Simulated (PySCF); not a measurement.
Compound: C₆H₇NS.
Atom-mapped SMILES: `[CH3:1][S:2][c:3]1[cH:4][cH:5][cH:6][cH:7][n:8]1` (hydrogens: H9, H10, H11 on C1; H12 on C4; H13 on C5; H14 on C6; H15 on C7)

A linear-response calculation (PySCF, def2-SVPD basis, gas phase, vertical, core orbitals frozen in the response) gave these numbers; the functional is withheld.

Orbital energies (eV): HOMO-3 -10.50, HOMO-2 -10.15, HOMO-1 -9.52, HOMO -8.02, LUMO 0.86, LUMO+1 1.15, LUMO+2 2.20.

```
state  E (eV)       f  main configurations (H = HOMO, L = LUMO)
   S1    4.81   0.068                                 H→L (91%)
   S2    5.26  0.0029                               H-1→L (97%)
   S3    5.29   0.267                               H→L+1 (95%)
   S4    5.54  0.0002                             H-1→L+1 (98%)
   S5    5.67  0.0001                  H→L+2 (72%), H→L+9 (10%)
   S6    6.41   0.026                  H→L+3 (73%), H→L+4 (13%)
```

Triplets, Tamm–Dancoff:

| state | E (eV) | λ (nm) | main configurations (H = HOMO, L = LUMO) |
| --- | --- | --- | --- |
| T1 | 3.92 | 316.3 | H→L+1 (79%) |
| T2 | 4.01 | 309.3 | H→L (88%) |
| T3 | 4.66 | 266.0 | H-1→L (94%) |
| T4 | 5.02 | 247.1 | H-2→L (63%), H-3→L (26%), H→L+1 (8%) |

Vertical ionisation energy by ΔSCF with the same functional: 8.19 eV. Mean static polarisability: 98.8 au.

**Question.** Which of these was used?
A. PBE
B. HF
C. PBE0
D. wB97X-D

**Answer.** D. wB97X-D is range-separated, 22% exact exchange at short range and 100% at long range (ω = 0.2 bohr⁻¹). In this run −ε(HOMO) = 8.02 eV differs from the ΔSCF value by -0.17 eV, and S1 differs from the orbital gap of 8.89 eV by -4.08 eV. The ratio −ε(HOMO)/IP is 0.98. Small neutral molecules mostly give 0.89 to 0.99 with wB97X-D, 0.5 to 0.7 with PBE, 0.7 to 0.83 with PBE0; Hartree–Fock can't fall below 1, since the ion's relaxation only lowers the ΔSCF value.

The calculation used TDDFT wB97X-D/def2-SVPD, vertical, gas phase, core orbitals frozen in the response (PySCF 2.14.0, density-fitted response routines). Isolated species at its PBE0-D3(BJ)/def2-SVP geometry (one conformer only).

Hardware: Arm Neoverse V2, one thread, shared host. Cost: 84 s.

Shape of the structure used: `[CH3:1][S:2][c:3]1[cH:4][cH:5][cH:6][cH:7][n:8]1`: C1–S2–C3–C4 180°.
